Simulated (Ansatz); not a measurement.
`C#[C][Sn]([F])([F])[F]` + `C=[CH][InH2]` → `C=[CH][Sn]([F])([F])[F]` + `C#[C][InH2]` at 500 K and 1 bar (redistribution).

Program: Ansatz. Geometries: PBE0-D4/def2-TZVP. ΔE: electronic, gas phase. CBS: MP2 limit from def2 TZ/QZ plus the TZ coupled-cluster correction, frozen cores. Elements past krypton have def2 core potentials. For In, Sn outer-core shells are correlated without core-valence functions, which leaves a few kJ/mol of doubt a bond. Each species was taken in one conformer, which may not be the lowest.

```tsv
species	CCSD(T)/CBS energy (Eh)	H − E (kJ/mol)	S (J/(mol·K))
`C#[C][Sn]([F])([F])[F]`	-590.14096	112.4	429.0
`C=[CH][InH2]`	-268.86241	174.9	358.9
`C=[CH][Sn]([F])([F])[F]`	-591.39224	176.6	453.0
`C#[C][InH2]`	-267.62648	111.4	340.8
```

H − E and S are ideal-gas, rigid-rotor, harmonic terms from PBE0-D4/def2-TZVP, for one conformer and one mirror image of each species. 1 Eh = 2625.50 kJ/mol, R = 8.31446 J/(mol·K).

Task: By hand: ΔE, ΔH, ΔS and ΔG.

Result: ΔE = (-591.39224) + (-267.62648) − (-590.14096) − (-268.86241) = -0.01535 Eh = -40.3 kJ/mol. Δ(H − E) = 176.6 + 111.4 − 112.4 − 174.9 = 0.7, so ΔH = -39.6 kJ/mol. ΔS = 453.0 + 340.8 − 429.0 − 358.9 = 5.9 J/(mol·K). ΔG = -39.6 − 500 × (5.9)/1000 = -42.6 kJ/mol.

Task: By hand: the equilibrium constant, and the temperature at which ΔG would vanish if ΔH and ΔS stayed fixed.

Result: log₁₀ K = −ΔG/(RT ln 10) = 4.5. ΔH and −TΔS have one sign here, so there is no such temperature. One of them is within its doubt of zero, so this could turn.

The number of gas molecules stays the same, so ΔS is small and ΔH decides. A doubt of 5 kJ/mol in ΔE shifts log₁₀ K by 0.5 here. Other conformers and mirror images would add mixing entropy, several J/(mol·K) or more a flexible species. Modes under 60 cm⁻¹, often nearly free rotors, make the harmonic entropy too high. These are equilibria of isolated gas molecules and say nothing of rates. Largest T1 diagnostic: 0.015 (customary marks: 0.02 for closed shells, 0.045 for open ones).
